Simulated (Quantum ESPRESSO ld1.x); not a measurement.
Results of a calculation; reference values are marked as such.
Ag XLVII, 1 electrons, occupied as 1s1. Level of theory: scalar-relativistic Kohn-Sham, LDA (Slater exchange, Perdew-Zunger correlation), spin-unpolarised, spherical densities, point nucleus; without spin polarisation the odd electron is poorly described (ld1.x of Quantum ESPRESSO 7.5).

Normalised radial functions P(r) = r R(r), r in bohr:

r	1s
0.002265	1.5187
0.002637	1.7214
0.00307	1.9456
0.003545	2.1782
0.004127	2.4447
0.004805	2.7316
0.005594	3.0362
0.006512	3.3543
0.00752	3.6624
0.008755	3.9865
0.01019	4.2981
0.01187	4.5832
0.0137	4.8132
0.01595	4.9956
0.01857	5.0959
0.02162	5.0946
0.02517	4.9754
0.02907	4.7444
0.03384	4.3757
0.03939	3.8905
0.04586	3.3146
0.05339	2.6872
0.06166	2.0887
0.07178	1.5000
0.08356	0.9968
0.09728	0.6051
0.1133	0.3307

1s: eigenvalue -30544 eV, 0 radial nodes, <r> = 0.0307 bohr, 90 % of the charge inside 0.0550 bohr.
